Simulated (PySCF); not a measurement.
Mapped SMILES: `[CH3:1][O:2][C:3]([F:4])([O:5][CH3:6])[O:7][CH3:8]`. Each H is labelled by its parent atom.

PySCF 2.14.0 with density-fitted response routines calculation with structure optimised with GFN2-xTB and GIAO PBE0/pcSseg-1 shieldings; relativity neglected, rapidly exchanging positions averaged, no solvent model, a single conformation.

Chemical shifts δ = σref − σ; ¹³C (σ = 186.93 ppm) and ¹H (σ = 31.72 ppm) vs TMS; ¹⁷O (σ = 336.08 ppm) vs H2O; ¹⁹F (σ = 170.95 ppm) vs CFCl3, all at this level.

```csv
atoms,nucleus,count,Hirshfeld charge,δ (ppm)
C3,¹³C,1,0.28,132.3
C1/C6/C8,¹³C,3,-0.04,54.5
O2/O5/O7,¹⁷O,3,-0.14,?
H(C1)/H(C6)/H(C8),¹H,9,0.05,3.76
F4,¹⁹F,1,-0.16,?
```

**Question.** Fill in the missing shifts.

**Answer.** 
- O2/O5/O7: 91.0 ppm, ether oxygen
- F4: -110.1 ppm, fluorine on an sp3 carbon

Shifts are as computed. Against solution values, carbons near 30 ppm lie about +3 ppm off and those near 130 ppm about +5 ppm. Of 1211 compounds with measured shifts, 218 miss one by over three times the rms of a fit or turn the order of signals round; such compounds aren't used in these exercises. Unscaled 19F shifts against computed CFCl3 carry errors that often reach 10 to 50 ppm. Experimental scales use liquid or dissolved standards, which lie at an offset from isolated H2O (liquid H2O: subtract about 36 ppm).
